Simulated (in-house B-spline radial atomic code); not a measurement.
Values are calculated unless marked as measured or tabulated.
**Hf ion on Hf atom: potential, deflection and energy transfer**

The pair potential comes from two frozen, spherical free-atom densities (PBE, B-spline radial code, scalar-relativistic past argon): electrostatics plus the change in Thomas-Fermi kinetic and Dirac exchange energy where they overlap, the recipe behind the universal ZBL potential, which averages such potentials (from solid-state densities) over many pairs. It is written V = (Z1 Z2 e²/r) φ(r/a), with e² = 14.3996 eV·Å and a = 0.46850 Å/(Z1^0.23 + Z2^0.23); ZBL's fit is φ = 0.18175 e^(−3.1998x) + 0.50986 e^(−0.94229x) + 0.28022 e^(−0.4029x) + 0.02817 e^(−0.20162x). Where φ falls below 4e-4 it is continued as an exponential.

Masses 178.49 and 178.49 u.

```tsv
x = r/a	φ, this pair	φ, ZBL
0.1	0.8807	0.8928
0.25	0.7517	0.7647
0.5	0.5978	0.6096
1	0.4047	0.4164
1.5	0.288	0.2995
2	0.212	0.2218
3	0.1225	0.1292
4	0.07476	0.08026
5	0.04795	0.05224
6.5	0.02616	0.02914
8	0.01503	0.01705
10	0.007796	0.008778
12	0.004281	0.00474
14.5	0.002164	0.002328
17	0.001172	0.001212
20	0.0006023	0.0005882
```

Question: At x = 1 the electrostatic, kinetic and exchange parts are 233471.52, 113558.56 and -2187.21 eV. Find r, V and φ.

Answer: a = 0.46850/(2.6742 + 2.6742) = 0.08760 Å, so r = 0.08760 Å. V = 233471.52 + 113558.56 + (-2187.21) = 344842.87 eV. The bare repulsion is 72 × 72 × 14.3996/0.08760 = 852160 eV, so φ = 0.4047, -2.8 % against ZBL's 0.4164. The kinetic (Pauli) term is 33 % of V here.

Question: The ion comes in at 170.4 keV with impact parameter 0.0438 Å. The scattering integral gives a centre-of-mass angle of 139.1° and a closest approach of 2.109 a. What are the reduced energy, the energy passed on and the laboratory angles?

Answer: ε = E a M2/(Z1 Z2 e² (M1 + M2)) = 170400 × 5.8674e-07 = 0.1. The most that one collision can pass on is γE with γ = 4 M1 M2/(M1 + M2)² = 1.0000. Here T = γE sin²(θ/2) = 1.0000 × 170400 × 0.8778 = 149600 eV. The ion turns by arctan(sin θ/(cos θ + M1/M2)) = 69.5°, and the struck atom leaves at (180° − θ)/2 = 20.5°. The closest approach is 0.185 Å. With ZBL the angle would be 139.86° and T = 150400 eV.
